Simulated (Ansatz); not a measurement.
NiN2Cl2H6⁺, that is trans-NiCl2(NH3)2 with one electron fewer. Total charge 1; doublet. Geometry PBE-D4/def2-SVP, that of the neutral singlet.

```xyz
11

Ni    0.000    0.002    0.001
Cl   -0.460    1.938    0.911
N     1.554    0.750   -0.806
H     1.308    1.189   -1.706
H     2.245    0.008   -0.999
H     1.954    1.489   -0.208
Cl    0.460   -1.934   -0.907
N    -1.554   -0.749    0.807
H    -1.296   -1.261    1.663
H    -1.997   -1.431    0.174
H    -2.214    0.000    1.070
```

Estimate the α-spin orbital energies around the gap (eV) in Ansatz with PBE-D4/def2-TZVP, r2SCAN-D4/def2-TZVP, PBE0-D4/def2-TZVP.


| orbital | PBE-D4/def2-TZVP | r2SCAN-D4/def2-TZVP | PBE0-D4/def2-TZVP |
| --- | --- | --- | --- |
| HOMO−5 | -12.60 | -13.31 | -15.40 |
| HOMO−4 | -12.37 | -13.00 | -14.14 |
| HOMO−3 | -12.16 | -12.87 | -13.79 |
| HOMO−2 | -12.11 | -12.39 | -13.45 |
| HOMO−1 | -11.92 | -12.37 | -13.40 |
| HOMO | -11.67 | -12.08 | -13.23 |
| LUMO | -9.60 | -9.91 | -9.32 |
| LUMO+1 | -5.12 | -4.58 | -4.41 |
| LUMO+2 | -4.30 | -3.57 | -3.47 |
| LUMO+3 | -3.72 | -3.53 | -3.03 |
| LUMO+4 | -3.08 | -2.54 | -2.23 |
| LUMO+5 | -2.87 | -2.12 | -1.96 |
| β HOMO | -11.49 | -11.91 | -13.15 |
| β LUMO | -10.95 | -10.82 | -9.63 |
